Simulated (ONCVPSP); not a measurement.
# An all-electron radial function and its pseudo partner (aluminium)

Columns: radius, all-electron u(r) and pseudo u(r) of the 2s shell (level -108.17 eV) of aluminium in the configuration [He] 2s2 2p6 3s2 3p1; PBE, scalar-relativistic, ONCV scheme, ONCVPSP 4.0.1.

```tsv
r (bohr)	all-electron	pseudo
0.055	-0.5923	0.2039
0.110	-0.4137	0.4033
0.165	0.0027	0.5934
0.220	0.4294	0.7686
0.275	0.7811	0.9234
0.330	1.0361	1.0523
0.385	1.1988	1.1507
0.440	1.2845	1.2158
0.495	1.3101	1.2465
0.550	1.2917	1.2445
0.605	1.2430	1.2136
0.660	1.1743	1.1592
0.715	1.0938	1.0877
0.770	1.0073	1.0056
0.825	0.9193	0.9190
0.880	0.8328	0.8327
0.935	0.7498	0.7496
0.990	0.6715	0.6714
1.045	0.5987	0.5986
1.100	0.5319	0.5318
1.155	0.4709	0.4708
1.210	0.4157	0.4157
1.265	0.3661	0.3660
1.320	0.3217	0.3216
1.375	0.2821	0.2820
1.430	0.2469	0.2469
```

(1) How many radial nodes do the two functions have?

(2) At about which radius was the pseudo-wave matched?

(3) Is the pseudo-wave norm-conserving?

Results:

(1) The all-electron 2s function has n − l − 1 = 1; the pseudo-wave has 0, since the states of the same l below it are removed with the core.

(2) 0.90 bohr. The columns agree to 0.0005 from 0.82 bohr on; several derivatives are matched, so the curves merge somewhat inside the radius.

(3) Yes: the ONCV scheme keeps the norm inside the radius equal to the all-electron one, which fixes the energy derivative of the logarithmic derivative at the level.
